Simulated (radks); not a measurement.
The numbers below are computed, except where a source is named.
Spherical quantum dot in the effective-mass picture: electrons in a parabolic well V = omega^2 r^2 / 2 with omega = 0.447, with a point charge +2 (a donor) at the centre, all in effective atomic units (hartree* = m*/eps^2 hartree, bohr* = eps/m* bohr), one dielectric constant everywhere. Level of theory: non-relativistic Kohn-Sham, LDA (Slater exchange, Perdew-Wang correlation), spin-polarised, spherical densities (a radial shooting solver with Libxc functionals). Levels are named by radial order and angular momentum (1s, 1p, 1d, 2s, ...), and open shells are averaged over m. Results are scaled to m* = 0.324 and eps = 17.9, for which hartree* = 27.52 meV and bohr* = 2.924 nm.

N = 2, configuration 1s2. This is the lowest configuration that the search found. Occupied and some empty levels:

| level | occupation | eigenvalue (meV) | <r> (nm) |
|---|---|---|---|
| 1s | 2 | -10.449 | 2.514 |
| 1p | 0 | 23.999 | 5.769 |
| 2s | 0 | 27.479 | 6.475 |
| 1d | 0 | 39.523 | 7.462 |

Energy (meV): total -71.9376, kinetic 86.247, external -189.26, Hartree 60.050, exchange-correlation -28.976.

Electron density:

| r (nm) | n(r) (e/nm^3) |
|---|---|
| 0.116 | 0.1339 |
| 0.554 | 0.07432 |
| 0.991 | 0.04204 |
| 1.43 | 0.02422 |
| 1.87 | 0.01418 |
| 2.30 | 0.008415 |
| 2.74 | 0.005036 |
| 3.18 | 0.003034 |
| 3.62 | 0.001828 |
| 4.05 | 0.001101 |
| 4.49 | 0.0006633 |
| 4.93 | 0.0003967 |
| 5.37 | 0.0002359 |
| 5.80 | 0.0001397 |
